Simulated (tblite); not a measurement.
Record of a relaxation.

Species: C3H9AsSi.
Bonds: C1–As2, As2–Si3, Si3–C4, C4–C5, Si3–C5. Hydrogens: H6, H7, H8 on C1; H9 on As2; H10 on Si3; H11, H12 on C4; H13, H14 on C5.

Computed with GFN2-xTB (tblite), gas phase: L-BFGS steps from a force-field or distance-geometry start until the largest atomic force falls under 0.01 eV/Å. 6 of its 133 geometries are shown.

Step 0: E = -408.9689 eV, largest atomic force 1.529 eV/Å
```
atom  x, y, z in Å  |  force x, y, z in eV/Å
C1      2.257    0.352   -0.177    0.028   0.387   0.145
As2     1.068   -0.588   -1.452    0.419  -0.678   0.451
Si3    -0.583   -0.907    0.151    0.307   0.110  -0.197
C4     -2.243   -0.059   -0.253   -0.843  -1.261   0.193
C5     -1.342    0.783    0.565    0.861   0.771   0.295
H6      2.348   -0.231    0.758    0.052   0.420  -0.449
H7      1.820    1.355    0.050    0.428  -0.714  -0.115
H8      3.256    0.490   -0.632   -0.426  -0.004   0.314
H9      1.741   -1.976   -1.123   -0.417   0.586  -0.276
H10    -0.291   -1.536    1.444   -0.227  -0.239  -0.054
H11    -3.111   -0.478    0.316    0.553   0.640  -1.094
H12    -2.357    0.248   -1.301   -0.438  -0.295   0.637
H13    -0.909    1.639    0.006   -0.534  -0.243   0.910
H14    -1.655    0.907    1.611    0.237   0.521  -0.761
```

Step 26: E = -409.3270 eV, largest atomic force 0.071 eV/Å
```
atom  x, y, z in Å  |  force x, y, z in eV/Å
C1      2.377    0.365   -0.196   -0.012  -0.028  -0.004
As2     1.129   -0.595   -1.391   -0.002  -0.061  -0.037
Si3    -0.533   -0.831    0.200   -0.005  -0.002   0.002
C4     -2.233   -0.134   -0.229   -0.011   0.032   0.021
C5     -1.369    0.821    0.589   -0.019  -0.011  -0.010
H6      2.517   -0.158    0.747    0.048  -0.010   0.022
H7      1.960    1.350    0.014    0.047   0.029  -0.013
H8      3.346    0.495   -0.677    0.000   0.012   0.011
H9      1.684   -1.970   -1.105   -0.001   0.047   0.000
H10    -0.542   -1.774    1.324    0.007   0.013   0.003
H11    -3.096   -0.524    0.288   -0.043   0.014  -0.003
H12    -2.478    0.183   -1.234    0.030  -0.018   0.000
H13    -1.029    1.703    0.058   -0.036   0.016   0.010
H14    -1.735    1.070    1.574   -0.003  -0.033  -0.003
```

Step 53: E = -409.3387 eV, largest atomic force 0.018 eV/Å
```
atom  x, y, z in Å  |  force x, y, z in eV/Å
C1      2.465    0.341   -0.230   -0.001   0.004   0.004
As2     1.137   -0.580   -1.371   -0.004   0.009   0.007
Si3    -0.527   -0.758    0.230    0.006  -0.005   0.011
C4     -2.248   -0.142   -0.248    0.003   0.002   0.005
C5     -1.471    0.832    0.630   -0.006  -0.001  -0.013
H6      2.622   -0.166    0.720   -0.006  -0.011  -0.002
H7      2.115    1.354   -0.030    0.012   0.014  -0.001
H8      3.421    0.413   -0.750    0.000  -0.005   0.002
H9      1.647   -1.965   -1.065   -0.010   0.004  -0.006
H10    -0.530   -1.699    1.357    0.007  -0.009   0.005
H11    -3.127   -0.576    0.203   -0.001   0.002   0.000
H12    -2.438    0.186   -1.262    0.000  -0.001   0.007
H13    -1.189    1.766    0.160   -0.002   0.002  -0.006
H14    -1.877    0.995    1.618    0.002  -0.005  -0.013
```

Step 79: E = -409.3413 eV, largest atomic force 0.025 eV/Å
```
atom  x, y, z in Å  |  force x, y, z in eV/Å
C1      2.501    0.326   -0.221    0.004   0.007   0.013
As2     1.112   -0.497   -1.363    0.006  -0.001  -0.011
Si3    -0.519   -0.730    0.265   -0.020   0.006  -0.013
C4     -2.253   -0.170   -0.242    0.009  -0.016  -0.001
C5     -1.512    0.839    0.625    0.000   0.018   0.002
H6      2.617   -0.190    0.730    0.003  -0.010   0.004
H7      2.231    1.363   -0.024    0.000  -0.002   0.007
H8      3.461    0.324   -0.738   -0.013  -0.005  -0.005
H9      1.601   -1.907   -1.158   -0.007   0.000   0.008
H10    -0.494   -1.657    1.403    0.007   0.004  -0.010
H11    -3.129   -0.615    0.205    0.016  -0.002  -0.005
H12    -2.435    0.135   -1.265   -0.007  -0.010   0.014
H13    -1.247    1.770    0.142   -0.003   0.015  -0.013
H14    -1.935    1.008    1.604    0.004  -0.006   0.010
```

Step 106: E = -409.3476 eV, largest atomic force 0.018 eV/Å
```
atom  x, y, z in Å  |  force x, y, z in eV/Å
C1      2.604    0.234   -0.166    0.001   0.003  -0.003
As2     1.139   -0.277   -1.390   -0.007   0.010  -0.003
Si3    -0.476   -0.558    0.243   -0.008  -0.001   0.007
C4     -2.284   -0.248   -0.207    0.004   0.002   0.008
C5     -1.643    0.895    0.571    0.003  -0.002  -0.006
H6      2.614   -0.373    0.738    0.018   0.001  -0.002
H7      2.491    1.281    0.117   -0.008  -0.010   0.010
H8      3.565    0.127   -0.670    0.001   0.003  -0.001
H9      1.480   -1.746   -1.366   -0.009  -0.002  -0.001
H10    -0.299   -1.416    1.424   -0.004   0.003   0.008
H11    -3.067   -0.780    0.312    0.001  -0.003  -0.007
H12    -2.560   -0.028   -1.230    0.005  -0.001   0.002
H13    -1.523    1.823    0.027    0.002   0.003  -0.006
H14    -2.040    1.066    1.560    0.002  -0.006  -0.005
```

Step 132: E = -409.3515 eV, largest atomic force 0.005 eV/Å
```
atom  x, y, z in Å  |  force x, y, z in eV/Å
C1      2.668    0.157   -0.149   -0.002  -0.002  -0.001
As2     1.128   -0.115   -1.355    0.004  -0.001  -0.002
Si3    -0.449   -0.440    0.305   -0.001  -0.005   0.002
C4     -2.268   -0.304   -0.186    0.001   0.003   0.000
C5     -1.734    0.930    0.529    0.002  -0.001   0.001
H6      2.709   -0.592    0.641    0.001   0.000   0.001
H7      2.600    1.144    0.309    0.000   0.003   0.001
H8      3.599    0.116   -0.714    0.000  -0.001   0.000
H9      1.360   -1.598   -1.504   -0.001   0.002   0.000
H10    -0.221   -1.216    1.532   -0.001   0.002  -0.002
H11    -3.017   -0.868    0.349    0.001   0.000   0.004
H12    -2.537   -0.169   -1.225    0.000   0.000  -0.001
H13    -1.677    1.830   -0.069   -0.001   0.000  -0.001
H14    -2.161    1.125    1.501   -0.003  -0.001   0.000
```

**Question.** Summarise the path.

**Answer.** The energy falls by 36.92 kJ/mol from step 0 to step 132; nine tenths of that is first reached at step 18. It rises by more than 0.2 meV at step 93. The largest force goes from 1.529 to 0.005 eV/Å. Among the bonds As2–H9 changes most, from 1.577 to 1.508 Å; the atoms move by 0.539 Å rms after alignment.

**Question.** Follow the three bonds and two angles with the largest change from start to end.

**Answer.** 
```
step  E above end (kJ/mol)  largest force (eV/Å)  As2–H9 (Å)  C4–C5 (Å)  C4–H11 (Å)  C4–Si3–H10 (°)  H11–C4–H12 (°)
   0                 36.92                 1.529       1.577      1.481       1.119           123.4           120.6
   6                  9.59                 0.299       1.502      1.518       1.082           119.7           110.4
  11                  5.45                 0.290       1.508      1.529       1.078           118.2           111.4
  17                  3.87                 0.171       1.515      1.528       1.078           115.9           112.1
  23                  2.76                 0.140       1.505      1.521       1.080           114.1           112.1
  29                  2.23                 0.074       1.504      1.524       1.079           113.9           111.7
  34                  1.97                 0.064       1.509      1.525       1.080           113.6           111.7
  40                  1.79                 0.086       1.503      1.522       1.081           113.6           111.5
  46                  1.36                 0.086       1.511      1.525       1.078           113.9           111.7
  52                  1.24                 0.020       1.507      1.524       1.080           113.7           111.7
  57                  1.21                 0.027       1.508      1.523       1.079           113.7           111.6
  63                  1.16                 0.036       1.507      1.525       1.079           114.3           111.8
  69                  1.08                 0.031       1.507      1.523       1.080           114.6           111.7
  75                  1.02                 0.032       1.507      1.524       1.079           114.5           111.6
  80                  0.98                 0.028       1.507      1.523       1.080           114.2           111.9
  86                  0.85                 0.039       1.507      1.522       1.079           113.2           111.7
  92                  0.59                 0.065       1.509      1.525       1.079           113.5           111.9
  98                  0.45                 0.025       1.506      1.524       1.080           113.7           111.7
 103                  0.40                 0.019       1.509      1.523       1.080           113.9           111.6
 109                  0.36                 0.025       1.508      1.524       1.079           113.7           111.6
 115                  0.18                 0.051       1.506      1.524       1.080           114.1           111.8
 121                  0.09                 0.032       1.510      1.524       1.080           114.0           111.6
 126                  0.04                 0.027       1.509      1.524       1.079           114.2           111.8
 132                  0.00                 0.005       1.508      1.523       1.079           113.9           111.7
```

The cost below is that of the whole relaxation. Hardware: Arm Neoverse V1, one thread, on a shared host. Cost: 0.84 s.
